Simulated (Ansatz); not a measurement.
`C[S][AlH][OH]` + HCl → `[OH][AlH][Cl]` + CH₃SH at 700 K and 1 bar (ligand exchange at the Al–S bond).

Computed with Ansatz on PBE0-D4/def2-TZVP structures; ΔE is electronic, products minus reactants. CCSD(T)/CBS adds triple-zeta CCSD(T) − MP2 to the extrapolated MP2 energy (def2 sets, frozen cores). This one scheme is used for every species. One conformer a species, not always the lowest.

```
        species  CCSD(T)/CBS energy (Eh)  H − E (kJ/mol)  S (J/(mol·K))
`C[S][AlH][OH]`               -756.12026           228.9          447.4
            HCl               -460.38127            38.4          211.8
`[OH][AlH][Cl]`               -778.29577           104.7          356.1
          CH₃SH               -438.22835           160.2          309.0
```

H − E and S are ideal-gas, rigid-rotor, harmonic terms from PBE0-D4/def2-TZVP, for one conformer and one mirror image of each species. 1 Eh = 2625.50 kJ/mol, R = 8.31446 J/(mol·K).

Task: By hand: ΔE, ΔH, ΔS and ΔG.

Result: ΔE = (-778.29577) + (-438.22835) − (-756.12026) − (-460.38127) = -0.02259 Eh = -59.3 kJ/mol. Δ(H − E) = 104.7 + 160.2 − 228.9 − 38.4 = -2.4, so ΔH = -61.7 kJ/mol. ΔS = 356.1 + 309.0 − 447.4 − 211.8 = 5.9 J/(mol·K). ΔG = -61.7 − 700 × (5.9)/1000 = -65.8 kJ/mol.

Task: By hand: the equilibrium constant, and the temperature at which ΔG would vanish if ΔH and ΔS stayed fixed.

Result: log₁₀ K = −ΔG/(RT ln 10) = 4.9. ΔH and −TΔS have one sign here, so there is no such temperature. One of them is within its doubt of zero, so this could turn.

The number of gas molecules stays the same, so ΔS is small and ΔH decides. A doubt of 5 kJ/mol in ΔE shifts log₁₀ K by 0.4 here. Other conformers and mirror images would add mixing entropy, several J/(mol·K) or more a flexible species. These are equilibria of isolated gas molecules and say nothing of rates. Largest T1 diagnostic: 0.012 (customary marks: 0.02 for closed shells, 0.045 for open ones).
